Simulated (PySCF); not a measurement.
## Radial density of Cu²⁺ (copper, charge +2)

UHF, [Ar] 3d8 4s1, high-spin 4F determinant (an excited configuration). Computed with PySCF 2.14 in aug-cc-pVQZ-PP with ECP10MDF, with a scalar-relativistic core potential. This is the valence pseudo-density: the core potential removes the inner electrons and smooths the orbitals near the nucleus.

```tsv
r (bohr)	4πr²ρ (e/bohr)	4πr²(ρα − ρβ)
0.00612	1.838e-05	0.0000
0.0103	4.605e-05	0.0000
0.0173	0.0001188	0.0000
0.0291	0.0004299	0.0000
0.0490	0.003483	0.0007
0.0824	0.04069	0.0093
0.139	0.4118	0.0955
0.233	2.894	0.5885
0.392	13.46	1.8846
0.659	21.96	2.3911
1.11	8.048	1.1482
1.87	1.349	0.7012
3.14	0.2379	0.2229
5.28	0.004443	0.0044
```

Energies and moments cover only the electrons outside the core potential.
